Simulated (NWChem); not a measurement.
Molecule: C4H4OS; SMILES S1[C@@H](OC1)C#C

```xyz
10

C      0.2475    -2.7766    -0.3026
C      0.0566    -1.6467     0.0790
C     -0.1615    -0.3043     0.5848
O     -1.3198     0.3394     0.0352
C     -0.7066     1.4836    -0.5547
S      1.0144     1.0195    -0.0466
H      0.4164    -3.7659    -0.6636
H     -0.1988    -0.3040     1.6802
H     -1.0585     2.4158    -0.0998
H     -0.8491     1.5098    -1.6404
```
Atoms are numbered in this order, from 1.

Level: B3LYP/6-31G* (spherical d) (NWChem), optimised geometry, unscaled harmonic frequencies. 

```json
[
 {"frequency (cm⁻¹)": "74", "IR intensity (km/mol)": "5.3"},
 {"frequency (cm⁻¹)": "161", "IR intensity (km/mol)": "1.6"},
 {"frequency (cm⁻¹)": "236", "IR intensity (km/mol)": "2.1"},
 {"frequency (cm⁻¹)": "436", "IR intensity (km/mol)": "2.3"},
 {"frequency (cm⁻¹)": "500", "IR intensity (km/mol)": "1.6"},
 {"frequency (cm⁻¹)": "600", "IR intensity (km/mol)": "4.9"},
 {"frequency (cm⁻¹)": "610", "IR intensity (km/mol)": "38.1"},
 {"frequency (cm⁻¹)": "668", "IR intensity (km/mol)": "37.0"},
 {"frequency (cm⁻¹)": "699", "IR intensity (km/mol)": "19.8"},
 {"frequency (cm⁻¹)": "797", "IR intensity (km/mol)": "26.5"},
 {"frequency (cm⁻¹)": "940", "IR intensity (km/mol)": "21.9"},
 {"frequency (cm⁻¹)": "960", "IR intensity (km/mol)": "22.8"},
 {"frequency (cm⁻¹)": "1038", "IR intensity (km/mol)": "13.5"},
 {"frequency (cm⁻¹)": "1081", "IR intensity (km/mol)": "115.8"},
 {"frequency (cm⁻¹)": "1153", "IR intensity (km/mol)": "7.4"},
 {"frequency (cm⁻¹)": "1209", "IR intensity (km/mol)": "55.1"},
 {"frequency (cm⁻¹)": "1330", "IR intensity (km/mol)": "20.9"},
 {"frequency (cm⁻¹)": "1371", "IR intensity (km/mol)": "39.4"},
 {"frequency (cm⁻¹)": "1556", "IR intensity (km/mol)": "7.2"},
 {"frequency (cm⁻¹)": "2234", "IR intensity (km/mol)": "16.1"},
 {"frequency (cm⁻¹)": "3059", "IR intensity (km/mol)": "82.2"},
 {"frequency (cm⁻¹)": "3068", "IR intensity (km/mol)": "16.8"},
 {"frequency (cm⁻¹)": "3113", "IR intensity (km/mol)": "27.8"},
 {"frequency (cm⁻¹)": "3494", "IR intensity (km/mol)": "54.6"}
]
```

```json
{
  "zero_point_energy": "43.4 kcal/mol",
  "thermal correction to the enthalpy at 298.15 K (with zero-point energy)": "47.8 kcal/mol",
  "heat capacity Cv": "20.9 cal/(mol K)",
  "entropy at 298.15 K and 1 atm (symmetry number 1)": "78.8 cal/(mol K)",
  "dipole_moment": "0.16 D"
}
```

Rigid rotor and harmonic oscillator; modes under 100 cm⁻¹ make the entropy uncertain.
